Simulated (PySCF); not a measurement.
C2H4BFO3, SMILES CC(=O)OB(O)F. Geometry: B3LYP-D3(BJ)/def2-SVP. The values are those of a single conformer.

Computed equilibrium geometry at B3LYP-D3(BJ)/def2-SVP (PySCF confirms it by a frequency run) as bond lengths and angles (one conformer of several):
Atoms: B1 F2 O3 C4 C5 O6 H7 H8 H9 O10 H11. Bonded distances (Å): B1–F2 1.331, B1–O3 1.382, B1–O10 1.347, O3–C4 1.367, C4–C5 1.503, C4–O6 1.200, C5–H7 1.096, C5–H8 1.101, C5–H9 1.101, O10–H11 0.966. Angles (°): F2–B1–O3 120.5, F2–B1–O10 121.4, O3–B1–O10 118.0, B1–O3–C4 123.0, O3–C4–C5 111.3, O3–C4–O6 122.4, C5–C4–O6 126.3, C4–C5–H7 109.9, C4–C5–H8 109.6, C4–C5–H9 109.7, H7–C5–H8 110.2, H7–C5–H9 110.4, H8–C5–H9 107.0, B1–O10–H11 113.0.
